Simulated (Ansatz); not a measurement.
Born–Oppenheimer molecular dynamics of C2H6BBr (10 atoms, charge 0, multiplicity 1). It starts at the highest image of a converged band. Of that band: Neighbouring images differ by up to 1.8 eV, so the band resolves the path poorly. A vibrational analysis at the climbing image gives one clearly imaginary mode, 1454i cm⁻¹: a first-order saddle point.

All numbers below come from RKS PBE-D4/def2-SVP in Ansatz.

```json
{
  "ensemble": "NVE (velocity Verlet)",
  "time step": "0.5 fs",
  "steps asked": "200",
  "starting velocities drawn for": "100 K",
  "seed": "9508"
}
```

First frame:

```xyz
10
Properties=species:S:1:pos:R:3
C -1.274 0.412 -0.810
B -0.181 -0.496 -0.130
C 0.997 -0.061 0.865
Br 2.724 -0.391 -0.049
H -1.796 -0.371 -1.358
H -1.671 1.430 -0.951
H -0.460 0.799 -0.111
H -0.310 -1.659 -0.423
H 1.038 0.993 1.206
H 1.014 -0.708 1.763
```

Task: How far do the bonds stretch over the last three quarters of this one trajectory? (Pairs bonded in most of those frames.)

Result: 
```csv
bond,mean (Å),spread (Å),shortest,longest
C1–B2,1.570,0.037,1.49,1.64
C1–H5,1.148,0.056,1.06,1.31
C1–H6,1.145,0.054,1.05,1.28
C1–H7,1.154,0.099,1.00,1.36
B2–C3,1.606,0.055,1.51,1.70
B2–H8,1.233,0.023,1.19,1.28
C3–Br4,1.991,0.042,1.94,2.07
C3–H9,1.111,0.010,1.09,1.14
C3–H10,1.114,0.008,1.10,1.13
```

Mean temperature of the second half: 1584 K. The conserved energy stayed within 0.78 meV per atom of its start (net change -0.28 meV per atom), so the integration is sound. The kinetic energy rose, since the run started high on the potential surface and went downhill. A run of 0.1 ps of so small a system gives no equilibrium averages. The orbitals stay closed-shell, which can raise the energy where a bond breaks towards radicals; this wasn't checked here.

Run time: 3.9 min on 2 threads of Intel(R) Xeon(R) Platinum 8488C (Sapphire Rapids), on a shared host, peak memory 0.16 GiB.
